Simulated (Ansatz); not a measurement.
Program: Ansatz. Geometries: PBE0-D4/def2-TZVP. ΔE: electronic, gas phase. CCSD(T)/CBS is the MP2 limit (def2-TZVPP, def2-QZVPP) plus CCSD(T) − MP2 in def2-TZVPP, frozen cores. Functionals use def2-TZVPP. B3LYP here is the variant with VWN-RPA as its local correlation; programs differ in this. HSE06 is defined as in plane-wave codes. For Ga, Ge outer-core shells are correlated without core-valence functions, which leaves a few kJ/mol of doubt a bond. Scalar relativity is left out up to krypton. One conformer a species, not always the lowest.

Consider the redistribution: `N[SiH]1BO1` + `[F][Ga]([Cl])[GeH3]` → `[GeH3][SiH]1BO1` + `[NH2][Ga]([F])[Cl]`.

```csv
level,ΔE (kJ/mol),difference from CCSD(T)/CBS
LDA (SPW92),62.0,4.0
PBE-D4,60.3,2.3
revPBE-D4,58.8,0.8
BLYP-D4,66.1,8.1
r2SCAN-D4,60.7,2.7
B97M-V,61.9,3.9
PBE0-D4,61.0,3.0
B3LYP-D4,66.9,8.9
r2SCANh-D4,61.4,3.4
r2SCAN0-D4,62.4,4.4
BHLYP-D4,68.6,10.6
CAM-B3LYP-D4,67.2,9.2
ωB97X-V,61.7,3.7
ωB97M-V,67.7,9.7
B2PLYP,63.7,5.7
PBE-QIDH,59.3,1.3
PBE,60.9,2.9
r2SCAN,60.9,2.9
PBE0,61.6,3.6
B3LYP,67.8,9.8
r2SCANh,61.6,3.6
r2SCAN0,62.6,4.6
HSE06,61.3,3.3
BHLYP,69.1,11.1
CAM-B3LYP,67.8,9.8
LC-ωPBE,59.7,1.7
RPA@PBE/def2-TZVPP,54.3,-3.7
MP2/def2-SVP,46.4,-11.6
CCSD/def2-SVP,47.0,-11.0
CCSD(T)/def2-SVP,45.5,-12.5
MP2/def2-TZVPP,58.0,0.0
SCS-MP2/def2-TZVPP,58.2,0.2
CCSD/def2-TZVPP,57.9,-0.1
CCSD(T)/def2-TZVPP,55.9,-2.1
HF/def2-QZVPP,66.5,8.5
MP2/def2-QZVPP,59.4,1.4
SCS-MP2/def2-QZVPP,59.3,1.3
HF/CBS(def2),66.6,8.6
MP2/CBS(def2),60.1,2.1
CCSD/CBS(def2),59.9,1.9
CCSD(T)/CBS,58.0,0
```

Largest T1 diagnostic among the species: 0.015.

At CCSD(T), def2-SVP lies −12.5 kJ/mol from the extrapolated value and def2-TZVPP −2.1 kJ/mol. In def2-TZVPP, CCSD(T) changes the Hartree–Fock value by −10.1 kJ/mol (the triples alone add −1.9 kJ/mol) and MP2 by −8.1 kJ/mol. Leaving LDA and LC-ωPBE aside and taking each functional with its dispersion term where it has one, the values spread over 9.7 kJ/mol, from revPBE-D4 to BHLYP-D4.
